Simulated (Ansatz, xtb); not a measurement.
Pulling on the Si2–H6 bond in H6SiSn (SMILES [SiH3][SnH3]) (multiplicity 1 held, fragments rigid). Energies count from the point at 1.482 Å.
Geometry at that point (charge 0, multiplicity 1):
```xyz
8

Sn    -0.618     0.061    -0.011
Si     1.944    -0.193     0.035
H     -1.315    -0.977    -1.182
H     -1.067     1.669    -0.396
H     -1.299    -0.327     1.512
H      2.311    -1.589     0.369
H      2.527     0.713     1.053
H      2.513     0.147    -1.291
```

Unrestricted levels (U-) break spin symmetry where that is lower. Active spaces are followed from a long bond inwards. Curves can end on different states.

Correlated levels freeze the cores. Filled d and f shells under p-block atoms count as core.

The values were computed with Ansatz (a program for electronic structure) with Gaussian orbitals; xtb for the GFN methods. Values without a source in brackets are computed. In def2 rows elements past Kr take small-core potentials, without spin–orbit coupling. The GFN methods have no spin term and hold the electronic entropy of 300 K.

Energies in eV.

```tsv
R (Å)	GFN2-xTB	U-r2SCAN/def2-TZVPP	FIC-MRCISD on CASSCF(2,2)/def2-TZVPP	FIC-MRCISD+Q on CASSCF(2,2)/def2-TZVPP
1.186	1.53	1.28	1.27	1.27
1.334	0.19	0.25	0.25	0.25
1.482	0.00	0.00	0.00	0.00
1.630	0.19	0.15	0.16	0.16
1.778	0.49	0.51	0.52	0.52
2.001	1.02	1.19	1.20	1.21
2.223	1.59	1.91	1.88	1.90
2.594	2.47	2.91	2.81	2.84
2.964	3.16	3.40	3.41	3.44
3.409	3.73	3.67	3.76	3.80
4.002	4.11	3.81	3.91	3.95
4.743	4.26	3.85	3.95	3.99
```

Doubts at one or more of the structures used: a spin-contaminated determinant (U-r2SCAN/def2-TZVPP).
